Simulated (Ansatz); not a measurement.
Molecule: ZnF2, net charge 1, doublet state. SMILES of the parent species: [F][Zn][F]

Atoms: Zn1, F2, F3. Bonds: Zn1-F2, Zn1-F3.

Bond lengths (Å) and angles (degrees) optimised at HF/STO-3G with Ansatz (a quantum-chemistry and plane-wave program); HF/3-21G with Ansatz; PBE/6-31G* with LANL2DZ past Ar with Ansatz; B3LYP/LANL2DZ with Ansatz; B3LYP/6-31G* with LANL2DZ past Ar with Ansatz; MP2/6-31G* with LANL2DZ past Ar with Ansatz, each started from the B3LYP-D3(BJ)/def2-TZVP structure (Ansatz) of the last column. A row stands for all coordinates that are equal there. 6-31G* holds six Cartesian d functions. No wavenumbers were computed at HF/STO-3G, PBE/6-31G* with LANL2DZ past Ar, B3LYP/LANL2DZ, MP2/6-31G* with LANL2DZ past Ar, so these may be saddle points.

```json
[
 {"coordinate": "Zn1-F2", "HF/STO-3G": "1.523", "HF/3-21G": "1.677 to 2.006", "PBE/6-31G* with LANL2DZ past Ar": "1.828", "B3LYP/LANL2DZ": "1.853", "B3LYP/6-31G* with LANL2DZ past Ar": "1.810", "MP2/6-31G* with LANL2DZ past Ar": "1.694 to 2.117", "B3LYP-D3(BJ)/def2-TZVP": "1.779"},
 {"coordinate": "F2-Zn1-F3", "HF/STO-3G": "180.0", "HF/3-21G": "180.0", "PBE/6-31G* with LANL2DZ past Ar": "180.0", "B3LYP/LANL2DZ": "180.0", "B3LYP/6-31G* with LANL2DZ past Ar": "180.0", "MP2/6-31G* with LANL2DZ past Ar": "180.0", "B3LYP-D3(BJ)/def2-TZVP": "180.0"}
]
```

A range marks coordinates that this level makes unequal.

Mean signed difference of all 2 bond lengths from B3LYP-D3(BJ)/def2-TZVP: HF/STO-3G -0.256 Å, HF/3-21G 0.063 Å, PBE/6-31G* with LANL2DZ past Ar 0.049 Å, B3LYP/LANL2DZ 0.074 Å, B3LYP/6-31G* with LANL2DZ past Ar 0.031 Å, MP2/6-31G* with LANL2DZ past Ar 0.127 Å.
